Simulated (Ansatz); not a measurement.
```xyz
3

O     0.0000    0.0000    0.0000
F     0.0000    1.1003    0.8737
F     0.0000   -1.1003    0.8737
```

Basis set: cc-pVDZ (spherical functions). Left uncorrelated: 3 orbitals. Charge 0, multiplicity 1.

Computed with Ansatz (development build ahead of 0.2.0); the reference of a correlated method needn't be the lowest determinant of its kind. Restricted open shells among the atoms or ions are ROHF, correlated in semicanonical orbitals with singles.

(1) Give the atomization energy at this shape (free ground-state atoms in the same class of orbitals less the molecule, no zero-point energy) of singlet OF2 by RHF-CCSD(T), RHF-CCSD.

Answers

(1)

```csv
method,atomization energy
RHF-CCSD(T),66.90 kcal/mol
RHF-CCSD,58.52 kcal/mol
```

Caution: no unrestricted run beside it, a lower state can exist.
